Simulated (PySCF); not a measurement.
**Removing the step error of a finite difference**

System: C$_{4}$H$_{9}$B (SMILES C=CCBC), singlet, geometry from GFN2-xTB. Level: PBE0/6-31G, polarisability (PySCF). Sums are taken with unrounded values, so a last digit can differ.

Second differences of the energy in a field along z gave a polarisability along z of 57.831 bohr³ at step 0.005 and 57.884 bohr³ at step 0.02 (atomic units).

Question: Extrapolate to zero step.

Answer: The leading error of a symmetric difference goes as h², so A(h) = A0 + c h². Then c = (57.884 - (57.831))/(0.02² - 0.005²) = 142 (atomic units) and A0 = 57.831 - c × 0.005² = 57.827 bohr³. The analytic value from the same program and level is 57.828 bohr³: the smaller step missed it by 0.003, the extrapolation by 0.000.
